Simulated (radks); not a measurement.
Problem. Au+, configuration [Xe] 4f14 5d10. Calculated with a radial shooting solver on a logarithmic mesh with Libxc functionals: scalar-relativistic Kohn-Sham, PW91, spin-polarised, spherical densities, point nucleus. Some entries of the table are withheld. Estimate them.

| orbital | occ. | eigenvalue (eV) | <r> (bohr) | <1/r> (bohr^-1) |
|---|---|---|---|---|
| 1s | 2 | -80803.64 | 0.01686 | 95.83 |
| 2s | 2 | -14263.71 | 0.07111 | 22.46 |
| 2p | 6 | -12330.61 | 0.06424 | 19.97 |
| 3s | 2 | -3373.056 | (1) | 8.326 |
| 3p | 6 | -2812.489 | 0.1851 | 7.593 |
| 3d | 10 | -2214.151 | 0.1677 | (2) |
| 4s | 2 | -738.7325 | 0.4070 | 3.568 |
| 4p | 6 | -554.9560 | 0.4335 | 3.221 |
| 4d | 10 | -334.4673 | 0.4584 | 2.886 |
| 5s | 2 | -117.0096 | 0.9271 | 1.460 |
| 4f | 14 | -89.7132 | 0.4987 | 2.462 |
| 5p | 6 | -68.4384 | 1.073 | 1.236 |
| 5d | 10 | -15.4040 | 1.575 | 0.8394 |
| 6s | 0 | -13.3042 | 2.647 | 0.4786 |
| 6p | 0 | -6.8286 | 3.655 | 0.3391 |

Solution. 
(1) 3s <r> (bohr): 0.1838
(2) 3d <1/r> (bohr^-1): 7.146
